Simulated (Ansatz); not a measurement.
A nudged elastic band was laid between two geometries of BClH3N + H3P (10 atoms, charge 0, multiplicity 1).

Theory: Ansatz, RKS PBE0/6-31G*.

```json
{"movable images": "7", "climbing image": "yes", "spring": "5.0 eV/Å²", "optimiser": "quadratic models (default)", "start path": "through a guess of the saddle point", "force threshold": "0.05 eV/Å", "iteration limit": "25", "end points": "relaxed"}
```

First end point:

```xyz
10
Properties=species:S:1:pos:R:3
B 0.253 -0.745 0.159
N 0.278 -0.899 1.538
H -0.552 -0.937 2.112
H 1.143 -1.002 2.047
H 1.256 -0.718 -0.484
Cl -1.305 -0.573 -0.675
P -0.933 3.346 1.001
H -2.168 2.847 0.506
H -1.530 3.924 2.157
H -0.613 2.130 1.667
```

Last end point:

```xyz
10
Properties=species:S:1:pos:R:3
B -0.175 0.557 0.244
N -0.278 -0.084 1.739
H -0.035 -1.077 1.725
H 0.344 0.394 2.392
H 0.967 0.392 -0.105
Cl -1.363 -0.475 -0.743
P -0.680 2.460 0.260
H -1.860 2.351 1.060
H 0.142 2.859 1.362
H -1.233 -0.004 2.092
```

**Question.** Which bonds break or form, and what moves?

**Answer.** Bonds broken: P7–H10. Bonds formed: B1–P7, N2–H10. BClH3N + H3P becomes BClH6NP.

**Question.** Give the energies along the band, and the barrier.

**Answer.** The forces met the threshold. The highest image is number 4 of 0 to 8, 1.87 eV above the first end and 1.89 eV above the last; the last end lies 0.02 eV below the first. Neighbouring images differ by up to 1.5 eV, so the band resolves the path poorly. A vibrational analysis at the climbing image gives one clearly imaginary mode, 1312i cm⁻¹: a first-order saddle point. The orbitals stay closed-shell, which can raise the energy where a bond breaks towards radicals; this wasn't checked here.

```csv
image,path coordinate (Å),energy (eV),P7–H10 (Å),B1–P7 (Å),N2–H10 (Å)
0,0.00,0.00,1.42,4.34,3.16
1,1.00,0.01,1.42,4.15,3.07
2,2.00,0.04,1.42,3.69,2.70
3,3.01,0.38,1.42,3.00,2.17
4,4.01,1.87,1.70,2.24,1.42
5,4.69,0.51,2.33,2.04,1.03
6,5.36,0.09,2.85,1.97,1.02
7,6.04,0.02,2.97,1.97,1.02
8,6.72,-0.02,3.12,1.97,1.02
```

**Question.** What is the geometry of the highest image?

**Answer.** 
```xyz
10
Properties=species:S:1:pos:R:3:forces:R:3
B -0.068 0.231 0.349 -0.02 0.01 -0.05
N -0.160 -0.235 1.800 0.01 -0.03 0.02
H -0.933 -0.841 2.047 -0.01 0.01 0.00
H 0.702 -0.485 2.268 0.00 0.00 0.00
H 1.042 0.452 -0.038 0.00 0.00 0.00
Cl -1.213 -0.600 -0.781 0.02 0.00 0.01
P -0.809 2.343 0.399 0.00 0.00 0.01
H -2.078 2.367 1.040 0.00 0.00 0.00
H -0.109 3.044 1.422 -0.01 0.00 0.00
H -0.545 1.099 1.521 0.00 0.01 0.00
```

The run took 9.8 min on 1 thread of Intel(R) Xeon(R) Platinum 8259CL CPU @ 2.50GHz (Skylake/Cascade Lake), with other jobs on the host, peak memory 0.18 GiB.
